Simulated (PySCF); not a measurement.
Input for PySCF: R-B3LYP/LANL2DZ on BeBrI (SMILES [Br][Be][I]), a point of a bond scan (R = 2.923 Å).

```python
from pyscf import gto, scf, dft, mp
from pyscf.data.elements import chemcore

mol = gto.M(
    atom='''
    Be   -0.00000000   -0.00000000   -0.50333561
    Br   -0.00000000   -0.00000000   -2.45917122
    I     0.00000000    0.00000000    2.41982506
    ''',
    basis='lanl2dz',
    ecp={'Br': 'lanl2dz', 'I': 'lanl2dz'},
    charge=0, spin=0, verbose=3, max_memory=1800)
mf = dft.RKS(mol, xc='b3lyp')
mf.conv_tol = 1e-8
mf.max_cycle = 100
mf.kernel()
if not mf.converged:
    mf = mf.newton().run(mf.mo_coeff, mf.mo_occ)
```

Output:

```
converged SCF energy = -39.3614959445261
```

The run converged.

Cost: about 2.0 core-seconds (a rough figure).
